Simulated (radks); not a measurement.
Values are calculated unless marked as measured or tabulated.
The mercury ion Hg25+, 55 electrons, occupied as [Kr] 4d10 4f9 (the NIST ground configuration).

Level of theory: Dirac Kohn-Sham, PBE, spin-unpolarised, spherical densities, finite nucleus; open shells fill j = l - 1/2 first; Fermi nuclear charge, rms radius 5.4648 fm (a radial shooting solver on a logarithmic mesh with Libxc functionals).

Energy parts (Ry):
total: -38761.3347
kinetic: 44756.6172
electron-nucleus: -94693.1516
Hartree: 11864.2792
exchange-correlation: -689.0795

Orbitals (lengths in bohr, moments of r in powers of bohr; r(90%) holds 90 % of the orbital's charge):
| orbital | occ. | eigenvalue (Ry) | r(90%) | <r^4> | small-component weight |
|---|---|---|---|---|---|
| 1s1/2 | 2 | -6155.672 | 0.0304 | 3.998e-07 | 9.25e-02 |
| 2s1/2 | 2 | -1135.539 | 0.109 | 0.00005789 | 2.13e-02 |
| 2p1/2 | 2 | -1092.114 | 0.0950 | 0.00003428 | 2.14e-02 |
| 2p3/2 | 4 | -948.9280 | 0.107 | 0.00005382 | 1.89e-02 |
| 3s1/2 | 2 | -311.0548 | 0.265 | 0.002084 | 7.14e-03 |
| 3p1/2 | 2 | -291.4512 | 0.256 | 0.001811 | 7.08e-03 |
| 3p3/2 | 4 | -259.6281 | 0.278 | 0.002517 | 6.38e-03 |
| 3d3/2 | 4 | -227.1009 | 0.251 | 0.001659 | 6.26e-03 |
| 3d5/2 | 6 | -220.2773 | 0.258 | 0.001831 | 6.07e-03 |
| 4s1/2 | 2 | -108.3173 | 0.558 | 0.04199 | 2.56e-03 |
| 4p1/2 | 2 | -99.83367 | 0.564 | 0.04356 | 2.47e-03 |
| 4p3/2 | 4 | -91.61845 | 0.605 | 0.05791 | 2.22e-03 |
| 4d3/2 | 4 | -77.69553 | 0.619 | 0.06201 | 2.05e-03 |
| 4d5/2 | 6 | -76.08904 | 0.631 | 0.06710 | 1.99e-03 |
| 4f5/2 | 6 | -58.24292 | 0.642 | 0.06975 | 1.70e-03 |
| 4f7/2 | 3 | -57.84590 | 0.647 | 0.07212 | 1.68e-03 |

The highest occupied level is 4f7/2 at -787.03 eV. For comparison, the ionisation energy in NIST's Atomic Spectra Database is 820 eV (theoretical). In exact Kohn-Sham theory the highest level is minus the ionisation energy, but local and semilocal functionals leave it too shallow, through self-interaction and a potential that decays too fast; potentials with the right tail come closer. The electron density at the nucleus is 2.321e+06 e/bohr^3. Summed over all electrons, <r^2> = 6.057 bohr^2, which gives a Langevin (diamagnetic) susceptibility term of -4.8 x 10^-6 cm^3/mol. The density falls to 0.001 e/bohr^3 at r = 1.31 bohr.

Beside tabulated values, note that spin-unpolarised runs miss the spin-polarisation part of the exchange energy of open shells.
